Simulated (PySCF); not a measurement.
Al(H)(vinyl)(NH2) (C2H6AlN), SMILES C=[CH][AlH][NH2].

Geometry: B3LYP-D3(BJ)/def2-SVP. Other conformers were not sampled.

Level of theory: M06-2X/def2-TZVP (PySCF).

Symmetry labels are those of the subgroup Cs that the program uses (full group Cs).

Computed valence orbital energies around the gap with their symmetry:
```json
[
 {"orbital": "HOMO−7", "symmetry": "A'", "energy (eV)": "-14.64"},
 {"orbital": "HOMO−6", "symmetry": "A'", "energy (eV)": "-14.31"},
 {"orbital": "HOMO−5", "symmetry": "A'", "energy (eV)": "-13.47"},
 {"orbital": "HOMO−4", "symmetry": "A'", "energy (eV)": "-12.26"},
 {"orbital": "HOMO−3", "symmetry": "A'", "energy (eV)": "-10.48"},
 {"orbital": "HOMO−2", "symmetry": "A\"", "energy (eV)": "-9.23"},
 {"orbital": "HOMO−1", "symmetry": "A'", "energy (eV)": "-9.13"},
 {"orbital": "HOMO", "symmetry": "A\"", "energy (eV)": "-8.71"},
 {"orbital": "LUMO", "symmetry": "A\"", "energy (eV)": "-0.15"},
 {"orbital": "LUMO+1", "symmetry": "A'", "energy (eV)": "1.20"},
 {"orbital": "LUMO+2", "symmetry": "A\"", "energy (eV)": "1.53"},
 {"orbital": "LUMO+3", "symmetry": "A'", "energy (eV)": "1.79"}
]
```
